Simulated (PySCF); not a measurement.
NICS in isomers of C8H6ClN.

NICS is the negative of the GIAO shielding at a point without a nucleus: at the ring centre (0) and 1 Å above and below it (1); zz is the component along the ring normal. Level: GIAO PBE0/pcSseg-1 (PySCF, non-relativistic, gas phase) on the GFN2-xTB geometries, one conformer each. Atom numbers follow the mapped SMILES.

Task: Order these rings by mean NICS(1)zz, lowest (most negative) first (ppm).
A. ring C2–C3–C4–C5–N9–C10 in `[Cl:1][c:2]1[cH:3][cH:4][c:5]2[cH:6][cH:7][cH:8][n:9]2[cH:10]1`
B. ring N5–C6–C7–C8–C9 in `[CH2:1]=[C:2]=[C:3]=[CH:4][n:5]1[cH:6][cH:7][cH:8][c:9]1[Cl:10]`
C. ring C4–C5–C6–N7–C8–C9 in `[CH:1]#[C:2][CH2:3][c:4]1[cH:5][cH:6][n:7][cH:8][c:9]1[Cl:10]`

Result: C (-26.7), B (-22.0), A (-17.5).

```
          SMILES                                               ring  NICS(0)  NICS(1)  NICS(1)zz  HOMA  rms pucker (Å)  ring atoms with four or more neighbours
  C#CCc1ccncc1Cl  6-membered ring with N; formal bonds all aromatic     -8.0    -10.9      -26.7  0.99            0.00                                        0
C=C=C=Cn1cccc1Cl  5-membered ring with N; formal bonds all aromatic    -11.3     -9.0      -22.0  0.86            0.00                                        0
 Clc1ccc2cccn2c1  6-membered ring with N; formal bonds all aromatic     -6.6     -7.7      -17.5  0.82            0.00                                        0
```

NICS(0) gives another order. The isotropic NICS(1) gives the same order. HOMA uses Krygowski's 1993 parameters. NICS(1) and NICS(1)zz are means over the two faces.
